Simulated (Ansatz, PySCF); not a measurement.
Gas-phase reaction in SMILES: [AsH3] (AsH3) -> [AsH2] (AsH2) + H atom (the As-H bond at the site shown breaks; other sites are not compared here)
Each molecule is optimised on its own at B3LYP-D3(BJ)/def2-TZVP (Ansatz, a program for electronic structure).
Geometry of the first species:
```xyz
4

As     0.0003     0.0002     0.0708
H     -0.7759    -1.0063    -0.7723
H     -0.4876     1.1692    -0.7786
H      1.2523    -0.1682    -0.7839
```

Quantity: bond dissociation energy (0 K, with B3LYP-D3(BJ) harmonic zero-point energies from PySCF), in eV. Cores are frozen in the correlated levels unless marked. UHF or UKS for open shells. Spin-orbit coupling is left out. Frozen are the shells of the preceding noble gas and the d and f shells that filled before the atom's block. Non-relativistic. FCI takes restricted orbitals. Basis-set limits of correlation are two-point, X^-3; Hartree-Fock from the larger set (for Q and 5 zeta extrapolated as (X+1)exp(-9√X)).

```
level                                program  bond dissociation energy (eV)
----------------------------  --------------  -----------------------------
BHLYP-D3(BJ)/def2-TZVPD       Ansatz + dftd3                            ___
PW6B95-D4/def2-TZVPD           PySCF + dftd4                           3.17
HSE06/def2-TZVPD                      Ansatz                            ___
RPA@PBE/cc-pVQZ                       Ansatz                            ___
CCSD/6-31G*                           Ansatz                           2.70
CCSD/cc-pVDZ                          Ansatz                            ___
CCSD/aug-cc-pVQZ                      Ansatz                           3.12
FCI/STO-3G                            Ansatz                           3.84
CCSD(T)/CBS(cc-pVQZ,cc-pV5Z)          Ansatz                           3.17
```

Q: Complete the blanks.

A: 
- BHLYP-D3(BJ)/def2-TZVPD, bond dissociation energy (eV): 3.09
- HSE06/def2-TZVPD, bond dissociation energy (eV): 3.07
- RPA@PBE/cc-pVQZ, bond dissociation energy (eV): 3.08
- CCSD/cc-pVDZ, bond dissociation energy (eV): 2.95
